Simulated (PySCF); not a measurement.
**Highest orbital energy against ionisation energy along the second row**

Calculated with PySCF 2.14, no spin-orbit coupling. Each cell gives −ε(HOMO) / ΔSCF in eV; NIST values include spin-orbit coupling, (s) semi-empirical, (t) theoretical.

```json
{"species": "Be⁺ (x2c-QZVPPall with one added diffuse shell each of s, p type, spin-free X2C)", "UHF": "18.132 / 18.130", "LDA": "14.301 / 18.256", "PBE": "14.474 / 18.498", "PBE0": "15.484 / 18.459", "r2SCAN": "14.607 / 18.183", "NIST (lowest levels)": "18.211"}
{"species": "B⁺ (x2c-QZVPPall with one added diffuse shell each of s, p, d, f type, spin-free X2C)", "UHF": "23.784 / 23.449", "LDA": "19.413 / 24.560", "PBE": "19.510 / 24.612", "PBE0": "20.798 / 24.567", "r2SCAN": "19.727 / 24.263", "NIST (lowest levels)": "25.155"}
{"species": "C⁺ (x2c-QZVPPall with one added diffuse shell each of s, p, d, f type, spin-free X2C)", "UHF": "24.877 / 24.169", "LDA": "17.805 / 24.772", "PBE": "17.950 / 24.852", "PBE0": "19.792 / 24.835", "r2SCAN": "18.643 / 25.008", "NIST (lowest levels)": "24.383"}
{"species": "N⁺ (x2c-QZVPPall with one added diffuse shell each of s, p, d, f type, spin-free X2C)", "UHF": "30.377 / 29.203", "LDA": "22.003 / 30.056", "PBE": "22.016 / 29.897", "PBE0": "24.238 / 29.908", "r2SCAN": "22.795 / 30.133", "NIST (lowest levels)": "29.601 (s)"}
{"species": "O⁺ (x2c-QZVPPall with one added diffuse shell each of s, p, d, f type, spin-free X2C)", "UHF": "36.205 / 34.570", "LDA": "26.438 / 35.582", "PBE": "26.359 / 35.271", "PBE0": "28.969 / 35.305", "r2SCAN": "27.291 / 35.477", "NIST (lowest levels)": "35.121"}
{"species": "F⁺ (x2c-QZVPPall with one added diffuse shell each of s, p, d, f type, spin-free X2C)", "UHF": "35.655 / 33.388", "LDA": "26.174 / 35.267", "PBE": "26.444 / 35.416", "PBE0": "29.027 / 35.246", "r2SCAN": "27.042 / 35.112", "NIST (lowest levels)": "34.971"}
{"species": "Ne⁺ (x2c-QZVPPall with one added diffuse shell each of s, p, d, f type, spin-free X2C)", "UHF": "42.093 / 39.259", "LDA": "31.227 / 41.424", "PBE": "31.224 / 41.124", "PBE0": "34.208 / 40.990", "r2SCAN": "32.017 / 41.118", "NIST (lowest levels)": "40.963"}
```

Problem. How far is −ε(HOMO) from ΔSCF on average for each method, and why?

Solution. UHF 1.28 eV; LDA -7.51 eV; PBE -7.38 eV; PBE0 -5.26 eV; r2SCAN -6.74 eV. Hartree-Fock orbital energies lack relaxation and so exceed the ΔSCF value; semilocal functionals have convex E(N) from self-interaction, so their HOMO lies far too high; exact exchange moves hybrids part of the way back.
